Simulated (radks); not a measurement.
Values are calculated unless marked as measured or tabulated.
Task: Coherent X-ray form factor from a spherical all-electron density. Code: a radial shooting solver on a logarithmic mesh with Libxc functionals. Model: scalar-relativistic Kohn-Sham, PBE, spin-polarised, spherical densities, finite nucleus; Fermi nuclear charge, rms radius of each element as measured or else 0.836 A^(1/3) + 0.57 fm.

sin(theta)/lambda (1/angstrom)  f0 (electrons)
0.05                                    57.472
0.1                                     55.963
0.15                                    53.676
0.2                                     50.882
0.25                                    47.856
0.3                                     44.825
0.4                                     39.271
0.5                                     34.647
0.6                                     30.821
0.8                                     24.839
1                                       20.621
1.25                                    17.241
1.5                                     14.986
2                                       11.323

The species is in the configuration that NIST lists as its ground one. Which atom or ion scatters so?

Result: The europium ion Eu5+, [Kr] 4d10 4f5 5s2 5p5. Extrapolating in s^2 from the first two rows gives f0(0) = 58.0, near the electron count 58; among species with that count, the fall with angle is slower the higher Z, and the table is that of Z = 63; from so few rows the species is fixed only to a neighbour or two.
